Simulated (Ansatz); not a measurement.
Ansatz (a quantum-chemistry and plane-wave program) input (HF/STO-3G):

Ansatz 0.2 input:
```yaml
crystal:
  periodic: [false, false, false]
  atoms:
    - {symbol: Al, position_ang: [-0.00000000, -0.00000000, -1.15422869]}
    - {symbol: Cl, position_ang: [0.00000000, 0.00000000, 0.88264547]}
basis:
  gaussian:
    orbitals: STO-3G
hamiltonian:
  xc: {name: HF}
total_charge: 1
magnetization: {spin_polarized: true, initial_magnetization: 1}
relax: {f_tol: 0.003, max_steps: 120}
```

Task: Predict the final energy.

Result: -693.45260 Eh.
